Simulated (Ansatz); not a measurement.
A barrier at the coupled-cluster level

Start structure (GeH$_{4}$S, singlet), relaxed at PBE0-D4/def2-TZVP:

```csv
atom,x (Å),y (Å),z (Å)
Ge1,-0.3627,-0.5171,-1.3529
H2,1.8019,0.6468,0.4850
S3,0.8744,-0.2674,0.8177
H4,-1.1000,0.8617,-1.0466
H5,-1.3849,-1.3415,-0.4499
H6,0.1715,0.6175,1.5466
```

The step: GeH₄S ([SH2][GeH2]) → GeH₂S ([SH][GeH]) + H₂; bonds formed: H2–H4; bonds broken: Ge1–H4, H2–S3. Computed with Ansatz 0.2.0 (basis: def2-TZVPP and def2-QZVPP); correlated methods freeze the cores. Filled d shells of the heavier atoms are correlated. The def2 sets are not built for correlating such inner shells, so the correlated values are less sure here. Extrapolation: Hartree–Fock as exp(−7.88 √X), correlation as X^−2.97. Energies below are by CCSD(T) at an estimated basis limit (MP2 extrapolated from triple and quadruple zeta, plus CCSD(T) − MP2 in triple zeta).

(1) What are the electronic barrier and the energy of the step, from the start structure to the end structure? (To be estimated.)

The T1 diagnostic stays at or below 0.015.

Results:

(1) The calculation gives: Barrier 14.73 kcal/mol; step energy -8.60 kcal/mol (downhill); reverse barrier, their difference, 23.33 kcal/mol. Barrier and step energy count from the start structure, the reverse barrier from the end structure.

The saddle point: One imaginary mode of 1019i cm⁻¹.
```
  pair  start (Å)  saddle (Å)  end (Å)
 H2–H4       3.29        1.06     0.75
Ge1–H4       1.59        1.73     2.71
 H2–S3       1.34        1.67     3.72
```

Zero-point energy (harmonic, PBE0-D4): ZPE is 19.82 kcal/mol at the start and 18.11 kcal/mol at the saddle, so the barrier goes from 14.73 to 13.02 kcal/mol.

First-order rate constant out of the start structure at 498 K by transition-state theory, with harmonic vibrational free energies alone and no tunnelling: ΔA‡ = 14.34 kcal/mol, so k = (kB T/h) exp(−ΔA‡/kB T) ≈ 10^7 s⁻¹ (an order of magnitude at best: rotation, the number of equivalent paths and anharmonicity are left out).

Labels in which every atom is bracketed show which atoms are joined, not bond orders.

For scale, one of the runs: CCSD(T)/def2-TZVPP, 146 basis functions, launched by `ansatz run in.yaml --threads 2 --pin off --events-out ev --progress --plain --max-ram 4352MiB`. The run took 13 s on 2 CPU threads of an Arm Neoverse V2 (shared host), with 0.83 GiB of host memory at its peak.
